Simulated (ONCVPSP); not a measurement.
Si: excitation energies, all-electron against ONCV

* Element: Si
* Generator: ONCVPSP 4.0.1
* Type: optimised norm-conserving Vanderbilt (ONCV)
* Functional: BLYP
* Relativity: scalar-relativistic
* Frozen core: [He]
* Valence charge: 12
* Reference configuration: 2s2 2p6 3s1 3p3
* Partial waves: 2s+3s: rc 0.40 bohr, ncon 4, nbas 8, qcut 32.5 1/bohr, 2 projectors; 2p+3p: rc 0.75 bohr, ncon 4, nbas 8, qcut 22 1/bohr, 2 projectors; d scattering state at 0.02 Ha: rc 0.75 bohr, ncon 3, nbas 6, qcut 12.7 1/bohr, 2 projectors, debl 2.9 Ha
* Local potential: polynomial inside 0.30 bohr (lpopt 5, dvloc0 6 Ha)
* Core correction: Teter function fitted to the true core (icmod 2), fcfact 0.4

Energies are relative to the spin-unpolarised reference configuration 2s2 2p6 3s1 3p3; without spin polarisation the order of configurations can differ from experiment.

```tsv
valence configuration	charge	ΔE all-electron (eV)	error AE − PS (meV)
2s2 2p6 3s2 3p2	0	-6.852	-0.2
2s2 2p6 3s2 3p0	+2	16.627	+1.2
2s2 2p6 3s1 3p2	+1	8.193	+0.2
```

(1) What are ΔE and the potential's error for 2s2 2p6 3s2 3p1?

Levels in the configuration 2s2 2p6 3s2 3p1:

```csv
level,all-electron (eV),pseudo (eV)
2s,-148.796,-148.800
2p,-105.075,-105.064
3s,-18.907,-18.906
3p,-11.517,-11.516
```

Note: ghosts flagged at negative energy: s at -1361.2 eV; no localised positive-energy state flagged. A true bound ghost makes a file unfit for plane-wave use.

## Answers

(1) ΔE = 0.737 eV all-electron; the error (AE − PS) is +0.2 meV.
